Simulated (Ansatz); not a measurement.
Isolated molecules relaxed with PBE0-D4/def2-TZVP in Ansatz; ΔE leaves out vibrations. CCSD(T)/CBS is the MP2 limit (def2-TZVPP, def2-QZVPP) plus CCSD(T) − MP2 in def2-TZVPP, frozen cores. This one scheme is used for every species. Functionals use def2-TZVPP. For Ge outer-core shells are correlated without core-valence functions, which leaves a few kJ/mol of doubt a bond. Scalar relativity is left out up to krypton. Each species was taken in one conformer, which may not be the lowest.

Consider the germylene formation by 1,1-elimination: `[OH][GeH2][F]` → `[GeH2]` + `OF`.

Task: Is it downhill or uphill in electronic energy at CCSD(T)/CBS, and by how much? (Estimate.)

Result: Ansatz gave: Uphill: ΔE = +7.15 eV.

Task: What do these levels give: ωB97M-V, B2PLYP, PBE-QIDH, r2SCAN, r2SCANh, r2SCAN0, BHLYP, CAM-B3LYP, RPA@PBE/def2-TZVPP, MP2/def2-SVP, CCSD/def2-QZVPP, MP2/CBS(def2)? (An estimate is asked.)

Result: The calculation gave: ωB97M-V 6.95, B2PLYP 7.07, PBE-QIDH 7.43, r2SCAN 7.14, r2SCANh 7.20, r2SCAN0 7.30, BHLYP 7.13, CAM-B3LYP 7.01, RPA@PBE/def2-TZVPP 6.69, MP2/def2-SVP 7.38, CCSD/def2-QZVPP 7.28, MP2/CBS(def2) 7.62 eV.

Largest T1 diagnostic among the species: 0.012.

From BLYP to BHLYP (50 % exact exchange), in def2-TZVPP and without D4, ΔE moves by +0.73 eV. At CCSD(T), def2-SVP lies −0.29 eV from the extrapolated value and def2-TZVPP −0.01 eV. Leaving LDA and LC-ωPBE aside and taking each functional with its dispersion term where it has one, the values, not all of them listed here, spread over 0.94 eV, from BLYP-D4 to PBE-QIDH. LDA lies +0.53 eV from PBE without D4.
